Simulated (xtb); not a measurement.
xtb input:

```bash
xtb mol.xyz --gfn 1 --sp --chrg 0 --uhf 0
```
mol.xyz:
```
9

Br     1.99019720    -0.19369006    -0.21448720
C      0.12677745    -0.43082425    -0.09915923
C     -0.54611235    -1.59613205    -0.27809056
C     -1.96225454    -1.48089527    -0.13008443
C     -2.41982184    -0.23736461     0.16418255
Se    -1.02169362     1.00102552     0.29430400
H     -0.04683842    -2.52537122    -0.51181372
H     -2.62295924    -2.32952399    -0.24538954
H     -3.44105361     0.07047670     0.31682925
```

Task: Predict the final energy.

Result: -17.26640 Eh (GFN1-xTB).
